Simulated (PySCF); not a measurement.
# A small calculation by hand: chemical shift, span and skew from a shielding tensor

CH6GeO4, SMILES C[O][Ge]([OH])([OH])[OH]. Atoms are numbered in the order given.

```xyz
12

C      2.4095    -0.4828    -0.0956
O      1.4033     0.4985     0.0915
Ge    -0.3046     0.0721     0.0110
O     -0.9244    -0.8887     1.3574
O     -1.1777     1.6044     0.0190
O     -0.5120    -0.9221    -1.4323
H      2.2281    -1.0940    -0.9967
H      2.4841    -1.1599     0.7750
H      3.3741     0.0358    -0.2116
H     -1.1775    -0.3343     2.1084
H     -0.6542     2.3124    -0.3818
H     -1.2785    -1.5069    -1.3579
```
Charge 0, spin multiplicity 1.

The structure is a stationary point at B3LYP-D3(BJ)/def2-SVP. Other conformers were not sampled.

GIAO shieldings from B3LYP/pcSseg-1 (PySCF), non-relativistic, no solvent. The symmetric part of the tensor of C1 has the principal values 94.3, 95.3, 179.0 ppm. The same nucleus in TMS has σ = 181.3 ppm at this level (PySCF, at its B3LYP-D3(BJ)/def2-TZVP geometry).

Question: Work out the isotropic shielding, the ¹³C shift against TMS, the span and the skew.

Answer: 
σ(iso) = (σ11 + σ22 + σ33)/3 = 122.9 ppm. δ = σ(ref) − σ(iso) = 181.3 − (122.9) = 58.4 ppm.
Span Ω = σ33 − σ11 = 84.7 ppm. Skew κ = 3(σ(iso) − σ22)/Ω = 0.98, an axial tensor. Tumbling in solution averages the tensor to δ; in a static solid the shielding alone would spread this spin-1/2 line over Ω.
